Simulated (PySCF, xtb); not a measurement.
Be(Me)(NMe2) (C3H9BeN), SMILES [Be]([N](C)C)[CH3].

GFN2-xTB (xtb 6.7.1) at its own geometry gives an orbital gap of 5.07 eV and a dipole moment of 0.77 D.

Geometry: ωB97X-D3(BJ)/def2-SVP. The structure was generated by enumeration; whether it is a known compound was not checked. Other conformers were not sampled.

### Question
What does PBE/def2-TZVP (PySCF) give? (Estimate from the structure and the level; the computed values follow.)

### Answer
gap 4.39 eV (levels -4.91 and -0.52 eV), dipole 0.71 D.
